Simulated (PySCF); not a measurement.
AlBrClH2N, SMILES [NH2][Al]([Cl])[Br]. Atoms are numbered in the order given.

```xyz
6

Al    -0.4128    -0.6116     0.0000
Cl     1.0143    -2.1517     0.0000
Br     0.2394     1.5403     0.0000
N     -2.1255    -1.0127     0.0000
H     -2.8803    -0.3312     0.0000
H     -2.4975    -1.9592     0.0000
```

Coordinates come from a TPSSh-D3(BJ)/def2-SVP optimisation. Other conformers were not sampled.

Calculation: HF/pcSseg-1 (PySCF).

GIAO shieldings, no solvent; atoms alike by connectivity are averaged. δ = σ(ref) − σ: ³⁵Cl against HCl (σ = 958.2 ppm); ¹⁵N against NH3 (σ = 267.3 ppm); ¹H against TMS (σ = 31.99 ppm), references at their B3LYP-D3(BJ)/def2-TZVP geometries, non-relativistic (without spin–orbit terms, shifts of atoms bonded to Cl or Br come out too high).

Computed chemical shifts:
| nucleus | atoms | count | δ (ppm) |
|---|---|---|---|
| ³⁵Cl | Cl2 | 1 | -55.6 |
| ¹⁵N | N4 | 1 | 19.5 |
| ¹H | H5, H6 | 2 | 1.43 |
